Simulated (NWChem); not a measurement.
Molecule: BF2, doublet; SMILES F[B]F

Program: NWChem. Spin-unrestricted. In the optimisation the excess spin sits in a1 (C2v, its own frame). No stability test was run on the SCF state. Level PBE/def2-SVP: optimisations from one semi-empirical or force-field start; each run changes one setting, and all end within 0.3 mHa of each other.

| setting | optimisation steps |
|---|---|
| redundant internal coordinates, default thresholds | 3 |
| symmetry off | 3 |
| no line search | 4 |
| loose thresholds | 2 |
